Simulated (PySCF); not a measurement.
Compound: C₉H₁₈.
SMILES with atom numbers: `[CH3:1][CH2:2][CH2:3][CH:4]1[CH2:5][CH2:6][CH2:7][CH2:8][CH2:9]1` (hydrogens: H10, H11, H12 on C1; H13, H14 on C2; H15, H16 on C3; H17 on C4; H18, H19 on C5; H20, H21 on C6; H22, H23 on C7; H24, H25 on C8; H26, H27 on C9)

The same species was optimised twice, with GFN2-xTB and with PBE0-D3(BJ)/def2-SVP (PySCF), and the same property calculations (PySCF, gas phase) were run on both structures.

```tsv
coordinate	GFN2-xTB	PBE0-D3(BJ)/def2-SVP	change
C3–C4 (Å)	1.533	1.527	-0.006
C2–C3 (Å)	1.528	1.523	-0.005
C1–C2 (Å)	1.524	1.521	-0.003
C4–C5 (Å)	1.531	1.530	-0.001
C8–C9 (Å)	1.526	1.525	-0.001
C4–C9 (Å)	1.530	1.531	+0.001
C5–C6 (Å)	1.525	1.524	-0.001
C7–C8 (Å)	1.525	1.524	-0.001
C6–C7 (Å)	1.525	1.525	0.000
C1–C2–C3 (°)	111.4	113.1	+1.7
C2–C3–C4 (°)	114.0	115.4	+1.4
C4–C9–C8 (°)	111.0	112.3	+1.3
C4–C5–C6 (°)	111.4	112.5	+1.1
C3–C4–C5 (°)	110.0	111.2	+1.2
C7–C8–C9 (°)	110.7	111.6	+0.9
C6–C7–C8 (°)	110.1	111.1	+1.0
C5–C6–C7 (°)	110.5	111.4	+0.9
C1–C2–C3–C4 (°)	174	175	+1
C2–C3–C4–C5 (°)	-170	-172	-2
```

Rotational constants: A = 3773, B = 778.5, C = 685.0 MHz (GFN2-xTB) against A = 3745, B = 772.0, C = 677.7 MHz (PBE0-D3(BJ)/def2-SVP). Point groups within 0.08 Å: C1 and C1.

On the GFN2-xTB structure: HOMO (eV) -8.06 [PBE0/pcSseg-1]; LUMO (eV) 1.58 [PBE0/pcSseg-1]; dipole (D) 0.09 [PBE0/pcSseg-1]; GIAO shielding of C1 (ppm) 169.4 [PBE0/pcSseg-1]; GIAO shielding of C2 (ppm) 161.6 [PBE0/pcSseg-1]; GIAO shielding of C3 (ppm) 141.5 [PBE0/pcSseg-1]; GIAO shielding of C4 (ppm) 143.9 [PBE0/pcSseg-1]; GIAO shielding of C5/C9 (mean) (ppm) 149.4 [PBE0/pcSseg-1]; GIAO shielding of C6/C8 (mean) (ppm) 156.2 [PBE0/pcSseg-1]; GIAO shielding of C7 (ppm) 156.0 [PBE0/pcSseg-1].

Task: What do these properties become on the PBE0-D3(BJ)/def2-SVP structure?

Result: 
```json
{"property": "HOMO (eV)", "level": "PBE0/pcSseg-1", "on GFN2-xTB": "-8.06", "on PBE0-D3(BJ)/def2-SVP": "-8.17", "change": "-0.11"}
{"property": "LUMO (eV)", "level": "PBE0/pcSseg-1", "on GFN2-xTB": "1.58", "on PBE0-D3(BJ)/def2-SVP": "1.52", "change": "-0.06"}
{"property": "dipole (D)", "level": "PBE0/pcSseg-1", "on GFN2-xTB": "0.09", "on PBE0-D3(BJ)/def2-SVP": "0.10", "change": "+0.01"}
{"property": "energy, GFN2-xTB geometry as zero (kcal/mol)", "level": "PBE0/pcSseg-1", "on GFN2-xTB": "0.0", "on PBE0-D3(BJ)/def2-SVP": "-1.0", "change": "-1.0"}
{"property": "GIAO shielding of C1 (ppm)", "level": "PBE0/pcSseg-1", "on GFN2-xTB": "169.4", "on PBE0-D3(BJ)/def2-SVP": "167.6", "change": "-1.8"}
{"property": "GIAO shielding of C2 (ppm)", "level": "PBE0/pcSseg-1", "on GFN2-xTB": "161.6", "on PBE0-D3(BJ)/def2-SVP": "160.7", "change": "-0.9"}
{"property": "GIAO shielding of C3 (ppm)", "level": "PBE0/pcSseg-1", "on GFN2-xTB": "141.5", "on PBE0-D3(BJ)/def2-SVP": "141.4", "change": "-0.1"}
{"property": "GIAO shielding of C4 (ppm)", "level": "PBE0/pcSseg-1", "on GFN2-xTB": "143.9", "on PBE0-D3(BJ)/def2-SVP": "144.3", "change": "+0.4"}
{"property": "GIAO shielding of C5/C9 (mean) (ppm)", "level": "PBE0/pcSseg-1", "on GFN2-xTB": "149.4", "on PBE0-D3(BJ)/def2-SVP": "148.8", "change": "-0.6"}
{"property": "GIAO shielding of C6/C8 (mean) (ppm)", "level": "PBE0/pcSseg-1", "on GFN2-xTB": "156.2", "on PBE0-D3(BJ)/def2-SVP": "155.5", "change": "-0.7"}
{"property": "GIAO shielding of C7 (ppm)", "level": "PBE0/pcSseg-1", "on GFN2-xTB": "156.0", "on PBE0-D3(BJ)/def2-SVP": "155.4", "change": "-0.6"}
```

The heavy atoms differ by 0.023 Å rms after alignment. Among bonds between heavy atoms C2–C3 and C3–C4 change most and about equally (-0.006 to -0.005 Å). Changes are differences of the printed values. Neither structure is proved a minimum here.
